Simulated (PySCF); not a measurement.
Molecule: Pyridine-N-Oxide (c1[n+]([O-])cccc1, C5H5NO).

Bonds (- single, = double, # triple, : aromatic): O1-N2 1.249 Å, N2:C3 1.371 Å, C3:C4 1.381 Å, C4:C5 1.394 Å, C5:C6 1.394 Å, C6:C7 1.382 Å, C7:N2 1.371 Å. C3 carries H8; C4 carries H9; C5 carries H10; C6 carries H11; C7 carries H12. Formal charges: O1 -1, N2 +1.

Geometry PBE0-D3(BJ)/def2-SVP throughout; GIAO in PySCF 2.14.0 with density-fitted response routines, gas phase, one conformer, non-relativistic; equivalent atoms averaged; basis pcSseg-1.

(1) How do the shifts δ (against H2O, NH3, TMS at the same level) depend on the functional? (ppm; last column core-seconds on shared hosts with different chips, so compare them loosely; the GGAs took longer than the global hybrids here, which isn't the general rule, and the cause wasn't traced)

(2) Which nucleus moves most, in ppm?

Answers

(1) 
```
functional                    kind     O1     N2  C3/C7  C4/C6     C5  H8/H12  H9/H11   H10  core-s
       LDA                     LDA  527.4  345.7  147.8  134.6  122.8    7.87    7.07  6.61      17
      BLYP                     GGA  520.8  340.3  143.6  129.8  118.6    7.71    6.83  6.41      29
       KT2                     GGA  482.4  320.4  135.4  121.2  111.2    7.73    6.77  6.38      24
      PBE0           global hybrid  486.5  345.2  145.8  131.6  121.8    8.11    7.13  6.75      12
 BHandHLYP           global hybrid  458.6  365.2  149.5  133.8  126.1    8.36    7.16  6.86      12
 CAM-B3LYP  range-separated hybrid  477.5  360.8  149.6  135.4  125.9    8.18    7.11  6.75      32
   wB97X-D  range-separated hybrid  467.1  350.3  147.3  132.9  123.7    8.20    7.15  6.81      20
   LC-wPBE  range-separated hybrid  453.8  354.1  151.1  137.5  127.9    8.32    7.30  6.93      25
```

(2) O1 (oxygen bonded to N): from 453.8 ppm with LC-wPBE to 527.4 ppm with LDA. The smallest spread is 0.53 ppm, at H9/H11. Proton shifts span only some 12 ppm, so a few tenths of a ppm matter as much there as several ppm in carbon.
